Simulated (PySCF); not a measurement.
C₆ coefficients of unlike pairs at PBE

Calculated with PySCF 2.14 from the dipole response of each species, C₆(A,B) = (3/π) ∫ α_A(iu) α_B(iu) du, in atomic units, from isotropic polarisabilities. For ions this is the dispersion term alone; charge-induced terms of lower order in 1/R come first.

```tsv
species	configuration	basis	relativity	α (bohr³)	C₆ (like pair)
Sn⁺	[Kr] 4d10 5s2 5p1 (2P)	aug-cc-pVQZ-PP with one added diffuse shell each of s, p, d, f, g type with ECP28MDF (8s8p6d4f3g)	core potential	27.15	205.5
V	[Ar] 3d3 4s2 (4F)	def2-TZVPPD (6s6p4d2f1g)	none	91.74	964.9
Te³⁺	[Kr] 4d10 5s2 5p1 (2P)	aug-cc-pVTZ-PP with one added diffuse shell each of d, f type with ECP28MDF (6s5p5d3f)	core potential	10.36	50.56
Sn	[Kr] 4d10 5s2 5p2 (3P)	aug-cc-pVDZ-PP with ECP28MDF (5s4p3d)	core potential	59.33	632.4
```

Task: Estimate C₆ for Te³⁺ with Sn⁺.

Result: The integral gives 99.59. The combination rule 2 C_A C_B / (C_A α_B/α_A + C_B α_A/α_B) gives 98.51 and the geometric mean 101.9.

No spin-orbit coupling is included.

The other pairs:

| pair | C₆ |
| --- | --- |
| Sn, Te³⁺ | 162.5 |
| Te³⁺, V | 183.1 |
| V, Sn⁺ | 410.8 |
| Sn, V | 764.2 |
| Sn, Sn⁺ | 351.8 |
